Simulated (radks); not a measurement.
The numbers below are computed, except where a source is named.
In33+, 16 electrons, occupied as [Ne] 3s2 3p4. Level of theory: scalar-relativistic Kohn-Sham, LB94 model potential, spin-polarised, spherical densities, finite nucleus; open shells are filled with parallel spins first (spin-orbit coupling, left out, can overturn this in heavy ions); Fermi nuclear charge, rms radius 4.6156 fm (a radial shooting solver on a logarithmic mesh with Libxc functionals).

Normalised radial functions P(r) = r R(r), r in bohr:

```
   r/bohr * 3s down, o 3p down (the largest magnitude, 2.06, reaches the edge; | marks zero, & curves that meet)
 0.001967                             o  *
   0.0022                             o  *
 0.002442                             o   *
 0.002731                             o   *
 0.003055                             o   *
 0.003417                             o    *
 0.003791                             o    *
  0.00424                             o     *
 0.004743                             |o    *
 0.005263                             |o     *
 0.005886                             |o     *
 0.006584                             |o      *
 0.007306                             |o      *
 0.008171                             |o      *
  0.00914                             | o      *
  0.01014                             | o      *
  0.01134                             | o      *
  0.01269                             |  o      *
  0.01408                             |  o      *
  0.01575                             |   o     *
  0.01761                             |    o   *
  0.01954                             |    o   *
  0.02186                             |     o *
  0.02445                             |      &
  0.02713                             |     * o
  0.03035                             |   *    o
  0.03394                             | *        o
  0.03796                             *           o
  0.04212                          *  |            o
  0.04712                        *    |             o
   0.0527                     *       |              o
  0.05848                  *          |               o
  0.06541                *            |               o
  0.07316              *              |               o
  0.08118             *               |              o
   0.0908             *               |            o
   0.1016              *              |         o
   0.1127                 *           |      o
    0.126                    *        |  o
    0.141                         * o |
   0.1564                      o      | *
    0.175                o            |       *
   0.1957           o                 |             *
   0.2172       o                     |                   *
   0.2429    o                        |                       *
   0.2717   o                         |                         *
   0.3015   o                         |                          *
   0.3372    o                        |                         *
   0.3771        o                    |                      *
   0.4218           o                 |                 *
   0.4681               o             |             *
   0.5236                   o         |         *
   0.5856                       o     |     *
   0.6498                         o   |   *
   0.7268                           o | *
   0.8129                            o|*
    0.902                             &
    1.009                             &
```

3s down: eigenvalue -2251.0 eV, 2 radial nodes at r = 0.0373, 0.152 bohr, <r> = 0.313 bohr, 90 % of the charge inside 0.455 bohr. 3p down: eigenvalue -2121.7 eV, 1 radial node at r = 0.134 bohr, <r> = 0.304 bohr, 90 % of the charge inside 0.451 bohr.
